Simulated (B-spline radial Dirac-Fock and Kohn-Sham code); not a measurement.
ΔSCF core binding energies without Breit or QED terms, calculated with a radial atomic solver.

A sound run for the Kr⁴⁺ ion, [Ar] 3d10 4s2 4p2: The ground state converged in 9 iterations, with total energy -2784.36445 Ha, virial ratio 1.97338 and highest orbital energy -62.51 eV. ΔSCF binding energies: K (1s) 14421.6 eV, L3 (2p3/2) 1742.7 eV, M5 (3d5/2) 151.9 eV.

A second run, with one unsound setting: The ground state converged in 9 iterations, with total energy -2784.14716 Ha, virial ratio 1.97275 and highest orbital energy -59.48 eV. ΔSCF binding energies: K (1s) 14419.0 eV, L3 (2p3/2) 1740.1 eV, M5 (3d5/2) 149.6 eV.

```
iter   energy (Ha)        error
   1    -2781.95251629  1.28e+00
   2    -2783.56708821  2.79e-01
   3    -2784.11726792  6.02e-02
   4    -2784.14568227  1.20e-02
   5    -2784.14671186  7.63e-03
   6    -2784.14716124  1.10e-04
   7    -2784.14716149  3.22e-05
   8    -2784.14716150  1.45e-06
   9    -2784.14716150  3.28e-07
```

Question: Which fault fits the second run best?
A. speed of light below Z
B. unbound anion
C. damping too heavy
D. box too small

Answer: D. The input had rmax = 3.0: rmax squeezes the outer orbitals.
